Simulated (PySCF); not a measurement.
# SMILES C[C@H]1C[Si@H]1C(F)(F)F, C4H7F3Si

Cartesian coordinates in Å; atom numbers follow the order of the lines, from 1:
```xyz
15

C    -1.2571   -0.5481   -1.2378
C    -0.8497    0.6969   -0.4836
C    -0.9218    0.6626    1.0624
Si    0.8128    0.9113    0.3864
C     1.9148   -0.6840    0.4698
F     1.2222   -1.8032    0.7519
F     2.5770   -0.9340   -0.6791
F     2.8654   -0.5791    1.4223
H    -0.8182   -1.4378   -0.7942
H    -2.3413   -0.6565   -1.2169
H    -0.9412   -0.4894   -2.2772
H    -1.2826    1.5933   -0.9144
H    -1.4427    1.4839    1.5318
H    -1.2023   -0.2890    1.4951
H     1.6605    2.0812    0.4617
```

The calculation used TDDFT PBE0/def2-SVPD circular dichroism and optical rotation, one conformer, gas phase (PySCF 2.14.0). Geometry: GFN2-xTB.

States above about 7.2 eV (minus the energy of the highest occupied orbital) lie near or above the ionisation threshold and depend on the basis.

Q: Draw the ECD and absorption spectra from the lowest 16 states, each a Gaussian of half-width 0.35 eV at 1/e height.

A: 
```
E (eV)  λ (nm)  Δε (L mol⁻¹ cm⁻¹)  ε (L mol⁻¹ cm⁻¹)
  5.73     216              -2.59               809
  5.83     213              -4.92              1750
  5.93     209              -7.46              3250
  6.03     206              -8.32              5210
  6.13     202              -4.91              7260
  6.23     199              +4.39              8840
  6.33     196             +18.22              9440
  6.43     193             +32.01              8900
  6.53     190             +40.21              7440
  6.63     187             +39.73              5540
  6.73     184             +31.60              3720
  6.83     182             +19.84              2340
  6.93     179              +8.71              1540
  7.03     176              +0.63              1290
  7.13     174              -4.12              1420
  7.23     172              -6.49              1710
  7.33     169              -7.71              2010
  7.43     167              -8.72              2230
  7.53     165             -10.24              2400
  7.63     163             -13.09              2630
  7.73     160             -18.17              3060
  7.83     158             -26.13              3760
  7.93     156             -36.73              4760
  8.03     154             -48.53              6040
  8.13     153             -59.15              7570
  8.23     151             -65.67              9160
  8.33     149             -65.21             10400
  8.43     147             -56.17             10900
  8.53     145             -39.72             10300
```
Δε uses R in velocity form, ε uses f in length form. Only the states computed contribute, so the short-wavelength end is incomplete.
